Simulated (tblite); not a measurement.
Species: pivaloyl chloride, C₅H₉ClO.
Atom-mapped SMILES: `[CH3:1][C:2]([CH3:3])([CH3:4])[C:5](=[O:6])[Cl:7]` (hydrogens: H8, H9, H10 on C1; H11, H12, H13 on C3; H14, H15, H16 on C4)

Computed geometry: GFN2-xTB, gas phase.

Problem. Give the optimised bond lengths and angles.

Solution. 
```csv
bond,length (Å)
"C1–C2, C2–C3, C2–C4",1.532
C2–C5,1.508
C5=O6,1.184
C5–Cl7,1.776
C1–H8 and 8 like bonds,1.087
```

Bonds in one row agree within 0.01 Å and their mean is given. A selection of angles:
```csv
angle,degrees
C2–C1–H8,110.6
C2–C1–H9,109.7
H8–C1–H9,108.8
H8–C1–H10,108.2
C1–C2–C3,110.0
C1–C2–C5,108.2
C3–C2–C5,109.1
C2–C5–O6,128.3
C2–C5–Cl7,113.2
O6–C5–Cl7,118.6
```

Dihedral angles: C1–C2–C5–O6 0° (synperiplanar).

The 4 C–C bonds span 1.508 Å (C2–C5, drawn single) to 1.533 Å (C2–C4, drawn single), a spread of 0.025 Å. Of the pairs four or more bonds apart, Cl7···H15 is among the closest relative to their van der Waals radii: 2.70 Å, 92 % of the sum of Bondi's values.

Point group: Cs (every atom within 0.08 Å of its image). Its GFN2-xTB frequencies are all real (lowest 41 cm⁻¹).

Hardware: one thread, Arm Neoverse V2, no GPU (shared host). These figures are those of the optimisation.
